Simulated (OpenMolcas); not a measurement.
# Pd3+: ligand-field states by method

Pd3+ with 6 ligands (fluoride) in octahedral coordination (Oh) at 2.07 Å. A charge of +0.5 e stands 2.6 Å behind each ligand. Ligand basis ANO-RCC-VDZP.

```yaml
Program: OpenMolcas 26.06
Basis: ANO-RCC-VDZP [6s5p3d1f]
Scalar_Hamiltonian: DKH2, point nucleus
Active_space: 7 electrons in 5 orbitals (4d)
State_averaging: 2S+1 = 4 even, 10 roots; 2S+1 = 2 even, 40 roots
Spin-orbit_coupling: RASSI with atomic mean-field integrals over the reference wave functions
```

I. CASSCF
II. SS-CASPT2, IPEA 0.25 Eh, imaginary shift 0.1 Eh (closed shells correlated: 4s 4p and the ligand valence shells)

Spin-free states (labels of O, the rotations of Oh) in cm-1, each column counted from its own energy of the first state listed:

| State | Degeneracy | I | II |
| --- | --- | --- | --- |
| 4T1 | 3 | 0 | 0 |
| 2E | 2 | 395 | -7220 |
| 2T1 | 3 | 13979 | 8800 |
| 4T2 | 3 | 14195 | 18180 |
| 2T2 | 3 | 14356 | 9680 |
| 2T1 | 3 | 18853 | 11640 |
| 4T1 | 3 | 25484 | 26900 |
| 2T2 | 3 | 27156 | 21990 |
| 2A1 | 1 | 28220 | 25760 |
| 4A2 | 1 | 30048 | 38070 |
| 2T1 | 3 | 31209 | 29760 |
| 2E | 2 | 33241 | 30250 |
| 2T2 | 3 | 35727 | 29780 |
| 2T1 | 3 | 37778 | 34440 |
| 2T2 | 3 | 39111 | 34290 |
| 2E | 2 | 44606 | 45740 |
| 2A2 | 1 | 44797 | 38840 |
| 2T1 | 3 | 50106 | 51000 |
| 2E | 2 | 63053 | 56200 |
| 2T2 | 3 | 66785 | 62610 |

II puts a state of multiplicity 2 lowest, 7200 cm-1 below that state.

From I to II, I's first state of the same spin (4T2) moves from 14195 to 18180 cm-1, by about +4000 cm-1.

From I to II, I's first state of another spin (2E) moves from 395 to -7220 cm-1, by about -7600 cm-1.

I: A least-squares ligand-field fit to the states below 45000 cm-1, each weighted by its degeneracy and with a free common offset, gives 10Dq = 16132 cm-1, B = 823 cm-1 and C = 3394 cm-1 (C/B = 4.12), with an rms deviation of 322 cm-1. The same method and metal basis give the free ion B = 990 cm-1 (fit to its terms below 60000 cm-1, rms deviation 15 cm-1), so the nephelauxetic ratio is β = 823 / 990 = 0.83; it hangs on how both fits weigh the states, and computed free-ion B values tend to be too large, so β mixes covalency with correlation.

χT at 300 K: I 2.20, II 0.53 cm3 K/mol.

Roots that are degenerate in the reference are averaged as groups; the widest CASPT2 spread within a group is 340 cm-1 (the 2-fold group of multiplicity 2 near 37500 cm-1 above the lowest state of its run, II). Shifts and gaps below about the spread of the groups concerned are not significant. Over all roots computed the reference weight is 0.68 to 0.70 in II; a low but even weight reflects the number of correlated electrons. The least metal-like active orbital is 82 % on the metal (Löwdin) and no ligand orbital is active, so the numbers are rough. Ligand-to-metal charge-transfer states are missing. With no ligand orbital active B as a rule stays too high, so bands that hang on it stand too high and its fall with covalency is understated. An orbital triplet at a regular site is open to Jahn-Teller coupling, which can distort the site and quench the lowest spin-orbit gaps and is left out (holds for I). Without dynamic correlation the repulsion within the d shell is too large (B by tens of per cent), so at a given field states of lower spin stand too high (holds for I). This shell can be high or low spin here, a state of another spin lies low, and with metal d orbitals alone active their balance is uncertain, so the ground spin may be wrong (holds for I). With metal d orbitals alone the field can be off either way by tens of per cent (holds for I). An orbital doublet at a regular site is open to a Jahn-Teller distortion, which this geometry leaves out (holds for II). This shell can be high or low spin here, a state of another spin lies low, and with metal d orbitals alone active their balance is uncertain, so the ground spin may be wrong, although the usual error favours high spin (holds for II). These CASPT2 states fit no ligand-field parameters well, so their order and spin gaps are uncertain (holds for II). With one d shell and no ligand orbital active, 10Dq can be off by a tenth or more (holds for II). No measured value stands beside these numbers; the geometry is a model, was not optimised and need not be the one that this ion takes.
